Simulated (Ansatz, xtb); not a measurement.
# Ranking isomers of C4H4N2OS

4 gas-phase structures of C4H4N2OS, from a drawn sample of its isomers (lower ones may exist). Each was relaxed with GFN2-xTB; where two conformers were screened, the lower at r2SCAN-D4/def2-SVP is listed:

A. `O=Cn1cc(S)cn1`, a singlet
B. `O=Cc1cnn(S)c1`, a singlet
C. `O=Cc1[nH]ncc1S`, a singlet
D. `O=Cc1ccn(S)n1`, a singlet

Task: Which do you expect lowest at r2SCAN-D4/def2-SVP, and how would the others follow?

Result: Calculated order at r2SCAN-D4/def2-SVP: A (0.0), C (1.5), D (20.7), B (21.2) kcal/mol. Less than 1 kcal/mol parts D and B, so the order within that pair means little.

Energies above the lowest of each column, in kcal/mol; the last columns are at PBE0-D3(BJ)/def2-SVP geometries:

```json
{"structure": "A", "GFN2-xTB": "0.0", "HF/STO-3G": "0.0", "r2SCAN-D4/def2-SVP": "0.0", "PBE0-D3(BJ)/def2-SVP": "0.0", "CCSD(T)/def2-SVP + ΔMP2/def2-TZVPP": "0.0"}
{"structure": "C", "GFN2-xTB": "7.3", "HF/STO-3G": "5.1", "r2SCAN-D4/def2-SVP": "1.5", "PBE0-D3(BJ)/def2-SVP": "1.9", "CCSD(T)/def2-SVP + ΔMP2/def2-TZVPP": "3.1"}
{"structure": "D", "GFN2-xTB": "15.5", "HF/STO-3G": "12.1", "r2SCAN-D4/def2-SVP": "20.7", "PBE0-D3(BJ)/def2-SVP": "18.2", "CCSD(T)/def2-SVP + ΔMP2/def2-TZVPP": "15.5"}
{"structure": "B", "GFN2-xTB": "14.7", "HF/STO-3G": "11.8", "r2SCAN-D4/def2-SVP": "21.2", "PBE0-D3(BJ)/def2-SVP": "21.1", "CCSD(T)/def2-SVP + ΔMP2/def2-TZVPP": "19.4"}
```

Every level run on A puts it lowest or level with the lowest. Some further structures that were screened fall inside this span and aren't listed. Flexible structures stand in one conformer each, not always the lowest. ΔMP2 is the change of the MP2 energy from the smaller to the larger basis.

Over these structures GFN2-xTB departs from r2SCAN-D4/def2-SVP by 4.4 kcal/mol on average once a common shift is removed. A GFN2-xTB relaxation took about 0.077 s and the r2SCAN-D4/def2-SVP energy about 3.5 s on a shared host (Ansatz 0.2.0, xtb 6.7.1).
